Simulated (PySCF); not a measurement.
All values below come from B3LYP-D3(BJ)/def2-TZVP // BP86-D3(BJ)/def2-SVP in PySCF. All species are isolated molecules in the gas phase. One relaxed conformer stands for a flexible species; it need not be the lowest. B3LYP has the VWN-RPA correlation part, as in Gaussian. 

Reference species: [Zn(NH2)2] (neutral, multiplicity 1).

| Item | Value |
|---|---|
| HOMO | -6.63 eV |
| mean distance from the central atom to its bonded neighbours | 1.829 Å |

Changed species: [Zn(CH3)2] (2 of 2 NH2 replaced by CH3; the reference has 0 of 2 NH2 replaced by CH3).

Predict the effect on the HOMO and mean distance from the central atom to its bonded neighbours.

the HOMO decreases by 0.31 eV, to -6.94 eV; the mean distance from the central atom to its bonded neighbours goes up by 0.119 Å, to 1.948 Å.
